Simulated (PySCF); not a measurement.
PySCF input file for C₂H₄I, SMILES [CH](C)I (connectivity only; charge and spin as stated), charge +1, multiplicity 1, TDDFT-PBE/def2-SVPD. Geometry optimised at B3LYP-D3(BJ)/def2-SVP. The spin state was assumed, not searched. The isomer is the one that the SMILES or the coordinates give; other isomers of the formula were not compared. The def2 effective core potentials stand for the cores of I; spin–orbit coupling is left out.

```python
import numpy as np
from pyscf import gto, scf, dft, tdscf

mol = gto.M(
    atom='''
    C     0.30695321    2.45691934   -0.00000000
    C    -0.55608389    1.29565390   -0.00000000
    I     0.03254001   -0.61120494    0.00000000
    H     0.01637682    3.09278443    0.86741171
    H     0.01637682    3.09278443   -0.86741171
    H     1.38431380    2.25406747   -0.00000000
    H    -1.64690374    1.43878619   -0.00000000
    ''',
    basis='def2-SVPD',
    ecp={'I': 'def2-svp'},
    charge=1,
    spin=0,
    symmetry=True,
    max_memory=1600,
    verbose=4,
)
mf = dft.RKS(mol, xc='pbe').density_fit(auxbasis='def2-universal-jkfit')
mf.grids.level = 3
mf.conv_tol = 1e-9
mf.max_cycle = 100
mf.kernel()
mf.grids = dft.Grids(mol).set(level=1).build(with_non0tab=True)  # coarser grid for the response kernel
td = tdscf.TDDFT(mf)
td.singlet = True
td.nstates = 10
td.conv_tol = 1e-4
td.positive_eig_threshold = 1e-6
td.kernel(x0=td.get_init_guess(mf, 15))
td.analyze()
tt = tdscf.TDA(mf)
tt.singlet = False
tt.nstates = 4
tt.conv_tol = 1e-4
tt.positive_eig_threshold = 1e-6
tt.kernel(x0=tt.get_init_guess(mf, 9))
tt.analyze(verbose=3)
```

Output:

```
PySCF version 2.14.0

[INPUT] verbose = 4
[INPUT] num. atoms = 7
[INPUT] num. electrons = 40
[INPUT] charge = 1
[INPUT] spin (= nelec alpha-beta = 2S) = 0
[INPUT] symmetry True subgroup None
[INPUT] Mole.unit = angstrom
[INPUT] Symbol           X                Y                Z      unit          X                Y                Z       unit  Magmom
[INPUT]  1 C      0.306953210000   2.456919340000   0.000000000000 AA    0.580057499956   4.642904662747   0.000000000000 Bohr   0.0
[INPUT]  2 C     -0.556083890000   1.295653900000   0.000000000000 AA   -1.050846254383   2.448431023225   0.000000000000 Bohr   0.0
[INPUT]  3 I      0.032540010000  -0.611204940000   0.000000000000 AA    0.061491706991  -1.155009942581   0.000000000000 Bohr   0.0
[INPUT]  4 H      0.016376820000   3.092784430000   0.867411710000 AA    0.030947704591   5.844515535019   1.639170569141 Bohr   0.0
[INPUT]  5 H      0.016376820000   3.092784430000  -0.867411710000 AA    0.030947704591   5.844515535019  -1.639170569141 Bohr   0.0
[INPUT]  6 H      1.384313800000   2.254067470000   0.000000000000 AA    2.615973952456   4.259570184591   0.000000000000 Bohr   0.0
[INPUT]  7 H     -1.646903740000   1.438786190000   0.000000000000 AA   -3.112197022122   2.718911850906   0.000000000000 Bohr   0.0

nuclear repulsion = 113.759340917418
point group symmetry = Cs
symmetry origin: [4.10810028e-09 3.83422690e-09 0.00000000e+00]
symmetry axis x: [1.00000000e+00 2.20900013e-09 6.74746057e-21]
symmetry axis y: [ 2.20900013e-09 -1.00000000e+00 -2.28479378e-18]
symmetry axis z: [ 1.02715786e-19 -2.28479378e-18  1.00000000e+00]
num. orbitals of irrep A' = 72
num. orbitals of irrep A" = 35
number of shells = 45
number of NR pGTOs = 170
number of NR cGTOs = 107
basis = def2-SVPD
ecp = {'I': 'def2-svp'}


******** <class 'pyscf.df.df_jk.DFSymAdaptedRKS'> ********
method = DFSymAdaptedRKS
initial guess = minao
damping factor = 0
level_shift factor = 0
DIIS = <class 'pyscf.scf.diis.CDIIS'>
diis_start_cycle = 1
diis_space = 8
diis_damp = 0
SCF conv_tol = 1e-09
SCF conv_tol_grad = None
SCF max_cycles = 100
direct_scf = False
XC library pyscf.dft.libxc version 7.1.2
    S. Lehtola, C. Steigemann, M. J. T. Oliveira, and M. A. L. Marques,  SoftwareX 7, 1–5 (2018)
XC functionals = pbe
    J. P. Perdew, K. Burke, and M. Ernzerhof,  Phys. Rev. Lett. 77, 3865 (1996)
    J. P. Perdew, K. Burke, and M. Ernzerhof,  Phys. Rev. Lett. 78, 1396 (1997)
    J. P. Perdew, K. Burke, and M. Ernzerhof,  Phys. Rev. Lett. 77, 3865 (1996)
    J. P. Perdew, K. Burke, and M. Ernzerhof,  Phys. Rev. Lett. 78, 1396 (1997)
radial grids:
    Treutler-Ahlrichs [JCP 102, 346 (1995); DOI:10.1063/1.469408] (M4) radial grids

becke partition: Becke, JCP 88, 2547 (1988); DOI:10.1063/1.454033
pruning grids: <function nwchem_prune>
grids dens level: 3
symmetrized grids: True
atomic radii adjust function: <function treutler_atomic_radii_adjust>
small_rho_cutoff = 0
Freeze 0 electrons in irreps []
    40 free electrons in irreps A' A"
Set gradient conv threshold to 3.16228e-05
Initial guess from minao.
tot grids = 89432
init E= -344.920449347861
HOMO (A") = -0.743499462208244  LUMO (A') = -0.669845236414094  gap/eV = 2.00423
cycle= 1 E= -372.628916387616  delta_E= -27.7  |g|= 3.82  |ddm|= 11.7
HOMO (A") = -0.405483336856387  LUMO (A') = -0.370399659132421  gap/eV = 0.95468
cycle= 2 E= -359.704178906894  delta_E= 12.9  |g|= 6.09  |ddm|= 16.7
HOMO (A') = -0.364062626019635  LUMO (A') = -0.284073712415237  gap/eV = 2.17661
cycle= 3 E= -374.515501584007  delta_E= -14.8  |g|= 1.79  |ddm|= 13.7
HOMO (A') = -0.41017813727518  LUMO (A") = -0.348246909696305  gap/eV = 1.68523
cycle= 4 E= -375.317903136222  delta_E= -0.802  |g|= 1.31  |ddm|= 3.98
HOMO (A') = -0.399990192649666  LUMO (A") = -0.355114318089188  gap/eV = 1.22113
cycle= 5 E= -375.711270878281  delta_E= -0.393  |g|= 0.442  |ddm|= 1.74
HOMO (A') = -0.477359769821195  LUMO (A") = -0.348349454737649  gap/eV = 3.51055
cycle= 6 E= -375.715645430812  delta_E= -0.00437  |g|= 0.506  |ddm|= 1.36
HOMO (A') = -0.464553602559361  LUMO (A") = -0.397811226471219  gap/eV = 1.81615
cycle= 7 E= -375.790414515408  delta_E= -0.0748  |g|= 0.239  |ddm|= 0.844
HOMO (A') = -0.455503072671382  LUMO (A") = -0.379860772498888  gap/eV = 2.05833
cycle= 8 E= -375.807110440333  delta_E= -0.0167  |g|= 0.0231  |ddm|= 0.249
HOMO (A') = -0.456978052490809  LUMO (A") = -0.380681017193297  gap/eV = 2.07615
cycle= 9 E= -375.807283754844  delta_E= -0.000173  |g|= 0.00858  |ddm|= 0.0454
HOMO (A') = -0.457481719944365  LUMO (A") = -0.380808844787963  gap/eV = 2.08638
cycle= 10 E= -375.807307463128  delta_E= -2.37e-05  |g|= 0.00229  |ddm|= 0.0176
HOMO (A') = -0.457448632438687  LUMO (A") = -0.380661669190355  gap/eV = 2.08948
cycle= 11 E= -375.807309358744  delta_E= -1.9e-06  |g|= 0.000236  |ddm|= 0.00351
HOMO (A') = -0.457429740975352  LUMO (A") = -0.380633888887743  gap/eV = 2.08972
cycle= 12 E= -375.807309377067  delta_E= -1.83e-08  |g|= 6.75e-05  |ddm|= 0.000492
HOMO (A') = -0.457428740941941  LUMO (A") = -0.380634359238456  gap/eV = 2.08968
cycle= 13 E= -375.807309378464  delta_E= -1.4e-09  |g|= 2.56e-05  |ddm|= 0.000157
HOMO (A') = -0.457430279827525  LUMO (A") = -0.380634255770687  gap/eV = 2.08973
cycle= 14 E= -375.807309378724  delta_E= -2.59e-10  |g|= 2.98e-06  |ddm|= 4.22e-05
HOMO (A') = -0.457429983771757  LUMO (A") = -0.380634299573396  gap/eV = 2.08972
Extra cycle  E= -375.807309378718  delta_E= 5.57e-12  |g|= 5.28e-06  |ddm|= 1.24e-05
converged SCF energy = -375.807309378718
tot grids = 28280
Overwritten attributes  positive_eig_threshold  of <class 'pyscf.tdscf.rks.CasidaTDDFT'>


******** <class 'pyscf.tdscf.rks.CasidaTDDFT'> for <class 'pyscf.df.df_jk.DFSymAdaptedRKS'> ********
nstates = 10 singlet
deg_eia_thresh = 1.000e-03
wfnsym = None
conv_tol = 0.0001
eigh lindep = 1e-12
eigh level_shift = 0
eigh max_cycle = 100


Excitation energies (eV)
[2.25623713 4.53566709 4.74935693 5.59091134 6.35250233 6.59580102
 7.16805434 7.52005484 7.89331267 8.19827199]

** Singlet excitation energies and oscillator strengths **
Excited State   1:   A"      2.25624 eV    549.52 nm  f=0.0000
      20 -> 21       -0.70756
Excited State   2:   A'      4.53567 eV    273.35 nm  f=0.1886
      18 -> 22       -0.13114
      19 -> 21        0.69606
Excited State   3:   A"      4.74936 eV    261.05 nm  f=0.0001
      18 -> 21       -0.70461
Excited State   4:   A'      5.59091 eV    221.76 nm  f=0.0010
      20 -> 22       -0.70492
Excited State   5:   A"      6.35250 eV    195.17 nm  f=0.0001
      16 -> 21       -0.70316
Excited State   6:   A"      6.59580 eV    187.97 nm  f=0.0023
      19 -> 22       -0.70415
Excited State   7:   A'      7.16805 eV    172.97 nm  f=0.0946
      17 -> 21       -0.69190
Excited State   8:   A"      7.52005 eV    164.87 nm  f=0.0040
      15 -> 21       -0.70199
Excited State   9:   A'      7.89331 eV    157.07 nm  f=0.0436
      18 -> 22       -0.17977
      20 -> 23        0.68012
Excited State  10:   A'      8.19827 eV    151.23 nm  f=0.1982
      16 -> 22        0.20162
      18 -> 22        0.62161
      20 -> 23        0.17965
      20 -> 25       -0.10234

** Transition electric dipole moments (AU) **
state          X           Y           Z        Dip. S.      Osc.
  1         0.0000      0.0000      0.0160      0.0003      0.0000
  2        -0.1276      1.2966      0.0000      1.6974      0.1886
  3         0.0000      0.0000      0.0315      0.0010      0.0001
  4         0.0737      0.0398      0.0000      0.0070      0.0010
  5        -0.0000     -0.0000      0.0226      0.0005      0.0001
  6         0.0000     -0.0000      0.1181      0.0139      0.0023
  7         0.2794      0.6788      0.0000      0.5388      0.0946
  8        -0.0000      0.0000     -0.1473      0.0217      0.0040
  9         0.4033      0.2502     -0.0000      0.2253      0.0436
 10         0.0894      0.9894      0.0000      0.9870      0.1982

WARN: ECP detected. Skipping calculation of transition velocity and magnetic dipole moments, which have not yet been implemented.

Overwritten attributes  positive_eig_threshold  of <class 'pyscf.tdscf.rks.TDA'>


******** <class 'pyscf.tdscf.rks.TDA'> for <class 'pyscf.df.df_jk.DFSymAdaptedRKS'> ********
nstates = 4 triplet
deg_eia_thresh = 1.000e-03
wfnsym = None
conv_tol = 0.0001
eigh lindep = 1e-12
eigh level_shift = 0
eigh max_cycle = 100


Excitation energies (eV)
[1.93496788 2.55545339 4.27905771 4.82301396]

** Triplet excitation energies and oscillator strengths **
Excited State   1:   A"      1.93497 eV    640.76 nm  f=0.0000
Excited State   2:   A'      2.55545 eV    485.17 nm  f=0.0000
Excited State   3:   A"      4.27906 eV    289.75 nm  f=0.0000
Excited State   4:   A'      4.82301 eV    257.07 nm  f=0.0000
```

The calculation finished and met its thresholds.

Cost: roughly 28 core-seconds.
